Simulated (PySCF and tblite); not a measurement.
C7H3F3O3, numbered as in [O:1]=[CH:2][c:3]1[cH:4][c:5](=[O:6])[c:7]([C:8]([F:9])([F:10])[F:11])[cH:12][o:13]1. Search: ETKDG and KDG, MMFF94s, GFN2-xTB, 60 starts; geometries at GFN2-xTB. Energies: PBE0-D3(BJ)/pcSseg-1, with GFN2-xTB thermal terms (modes under about 100 cm⁻¹ blended into free rotors). Symmetry numbers and mirror images are counted. Conformers within 2.5 kcal/mol (GFN2-xTB free energy) were kept, 2 at most. GIAO shieldings: PBE0/pcSseg-1. Shifts are against TMS (¹H), TMS (¹³C), CFCl3 (¹⁹F) at the same level. Programs: PySCF with density fitting and tblite.

Torsions listed: O1–C2–C3–O13.

Two conformers hold nearly all the population. I: 0°; δ(C4) = 136.48 ppm. II: 180°; δ(C4) = 127.30 ppm. The average over the ensemble at 298.15 K is 130.21 ppm.

**Question.** What populations and free-energy difference follow from a two-state model?

**Answer.** p(I) = (130.21 − 127.30)/(136.48 − 127.30) = 0.32, so K = p(II)/p(I) = 2.15 and G(II) − G(I) = −RT ln K = -0.45 kcal/mol. The weights computed directly are 31.7 % and 68.3 %.


Conformer gaps in pcSseg-1 on xTB geometries can be 2 kcal/mol off for S=O, P=O and other polar bonds.